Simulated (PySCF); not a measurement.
## Dipole response of La⁺ (lanthanum, charge +1)

[Xe] 5d2, high-spin 3F determinant. All numbers are calculated (PySCF 2.14, a scalar-relativistic core potential, in def2-QZVPPD with the def2 core potential (46 electrons)). Coupled (time-dependent) response in atomic units; α is the mean over directions.

```
method  mean α (bohr³)         α xx, yy, zz  C₆ (like pair)  S(−4)
   UHF           47.34  47.34, 47.34, 47.34           403.0   2014
   PBE           52.49  52.45, 52.45, 52.58           442.3   2868
  PBE0           49.33  49.34, 49.34, 49.31           417.7   2325
  BLYP           53.76  53.76, 53.76, 53.75           450.9   3149
```

S(−4) is the Cauchy moment in α(ω) = α(0) + S(−4) ω² + …

Spin-orbit coupling is absent.

α(iu) at PBE0:

```json
{"u (hartree)": "0", "α(iu) (bohr³)": "49.33"}
{"u (hartree)": "0.0500", "α(iu) (bohr³)": "44.47"}
{"u (hartree)": "0.100", "α(iu) (bohr³)": "36.17"}
{"u (hartree)": "0.200", "α(iu) (bohr³)": "25.05"}
{"u (hartree)": "0.300", "α(iu) (bohr³)": "19.00"}
{"u (hartree)": "0.500", "α(iu) (bohr³)": "12.46"}
{"u (hartree)": "0.750", "α(iu) (bohr³)": "8.300"}
{"u (hartree)": "1.00", "α(iu) (bohr³)": "5.925"}
{"u (hartree)": "1.50", "α(iu) (bohr³)": "3.396"}
{"u (hartree)": "2.00", "α(iu) (bohr³)": "2.164"}
{"u (hartree)": "3.00", "α(iu) (bohr³)": "1.075"}
{"u (hartree)": "5.00", "α(iu) (bohr³)": "0.4150"}
```

A single London oscillator, α(iu) = α/(1 + u²/ω²), gives C₆ = (3/4) ω α². Matching the computed C₆ needs ω = 4 × 417.7 / (3 × 49.33²) = 0.229 hartree.

For an ion, C₆ is the dispersion term alone; charge-induced terms of lower order in 1/R come first.

The components differ because the open shell of this determinant is not spherical; for a pure term their mean is the scalar polarisability.

Energies and moments cover only the electrons outside the core potential. Spin-orbit coupling, absent here, splits the open shell strongly.
